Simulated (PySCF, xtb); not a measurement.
Si(H)(F)(Cl)(NH2) (ClFH3NSi), SMILES N[SiH](F)Cl.

GFN2-xTB in xtb at its own geometry gives an orbital gap of 6.67 eV and a dipole moment of 3.27 D.

Geometry optimised at B3LYP-D3(BJ)/def2-SVP. The values are those of a single conformer.

### Question
What does PySCF with CAM-B3LYP/def2-TZVPD give? (Estimate from the structure and the level; the computed values follow.)

### Answer
gap 10.39 eV (levels -9.86 and 0.54 eV), dipole 2.52 D.
